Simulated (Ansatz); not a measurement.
Geometry optimisation, DFT PBE, scalar-relativistic, plane waves, PAW (Ansatz).

Input:

```yaml
accuracy: low
crystal:
  lattice:
    - [9.266127, 0.0, 0.0]
    - [0.0, 9.266127, 0.0]
    - [0.0, 0.0, 9.266127]
  atoms:
    - { symbol: Cl, position: [0.0271088, 0.600445, 0.1132826] }
    - { symbol: H, position: [0.022249, 0.6176682, -0.0236884] }
    - { symbol: Cl, position: [0.0513406, 0.6333101, 0.6768375] }
    - { symbol: H, position: [0.0965009, 0.5216251, 0.7444268] }
    - { symbol: Cl, position: [0.4272074, 0.5525696, -0.0174505] }
    - { symbol: H, position: [0.5434756, 0.4983914, 0.033811] }
    - { symbol: Cl, position: [0.4673428, 0.9715972, 0.5747086] }
    - { symbol: H, position: [0.4664319, 0.9657767, 0.4366991] }
    - { symbol: Cl, position: [0.0616606, 0.1972508, 0.1097582] }
    - { symbol: H, position: [0.0783361, 0.1884789, -0.0270858] }
    - { symbol: Cl, position: [0.6466399, 0.1458512, 1.0348782] }
    - { symbol: H, position: [0.72244, 0.1616938, 0.9204899] }
    - { symbol: Cl, position: [0.9250911, 0.9502825, 0.5312801] }
    - { symbol: H, position: [1.0046573, 0.9922563, 0.426453] }
    - { symbol: Cl, position: [0.7039942, 0.6077108, 0.6608491] }
    - { symbol: H, position: [0.7703206, 0.6989091, 0.5810681] }
    - { symbol: Cl, position: [0.2334216, 0.8589941, 0.1600501] }
    - { symbol: H, position: [0.3619934, 0.9039045, 0.1369486] }
    - { symbol: Cl, position: [0.3080699, 0.5844606, 0.4725056] }
    - { symbol: H, position: [0.3245055, 0.5989991, 0.3361244] }
    - { symbol: Cl, position: [0.9109316, 0.966293, 0.9216834] }
    - { symbol: H, position: [1.0196817, 0.9439921, 1.0038868] }
    - { symbol: Cl, position: [0.9526599, 0.3300911, 0.4966133] }
    - { symbol: H, position: [0.8888051, 0.3866989, 0.3879881] }
basis:
  ecutwfc: 420.0
kpoints:
  mp_grid: { grid: [1, 1, 1] }
hamiltonian:
  xc: pbe
scf:
  occupations: { method: fermi_dirac, width: 0.02 }
  lower_state_search: "off"
relax:
  f_tol: 0.3
  max_steps: 15
  adjacent_minimum: "off"
```

Command:

```bash
$ ansatz run input.yaml --threads 1 --pin off --max-ram 3072MiB --backend cpu --events-out ev --progress --plain --runs-dir out
```

Where does it end, and by what steps?

The forces met the threshold. The threshold is loose, so the end isn't yet a minimum. The force dipped under the threshold on the way, but the program's further checks kept it going. Limits of this set-up: coarse k mesh, low accuracy level. After 14 steps the energy has fallen by 1.942 eV; H24 moved furthest, 1.32 Å.

```tsv
step	energy less start (eV)	largest force component (eV/Å)	accepted
0	0.0000	0.762	yes
1	-0.4993	0.617	yes
2	-0.7637	0.492	yes
3	-0.9915	0.420	yes
4	-1.1507	0.561	yes
5	-1.3154	0.298	yes
6	-1.3154	0.298	yes
7	-1.4409	0.590	yes
8	-1.5482	0.547	yes
9	-1.6675	0.434	yes
10	-1.7377	0.386	yes
11	-1.8138	0.359	yes
12	-1.8903	0.289	yes
13	-1.8903	0.289	yes
14	-1.9423	0.236	yes
```

```xyz
24
Lattice="9.2661 0.0000 0.0000 0.0000 9.2661 0.0000 0.0000 0.0000 9.2661" Properties=species:S:1:pos:R:3
Cl -0.527 6.407 0.876
H 0.087 5.905 -0.170
Cl 1.205 5.740 7.108
H 0.757 4.679 6.472
Cl 4.423 5.139 0.424
H 4.887 3.925 0.421
Cl 4.212 9.074 4.990
H 3.857 7.932 4.455
Cl 1.112 2.701 0.816
H 0.571 1.676 0.220
Cl 5.484 1.480 9.920
H 6.503 0.976 9.266
Cl 8.079 8.558 4.183
H 9.358 8.371 4.096
Cl 6.653 5.430 5.359
H 7.286 6.537 5.065
Cl 2.682 8.331 1.041
H 3.666 9.157 0.813
Cl 2.994 5.702 3.796
H 3.476 5.490 2.603
Cl 8.398 9.368 8.328
H 8.558 8.299 9.095
Cl 9.330 3.094 5.020
H 8.280 3.884 4.879
```

The run took 49 s on 1 thread of Arm Neoverse V1, with other jobs on the host, peak memory 0.55 GiB.
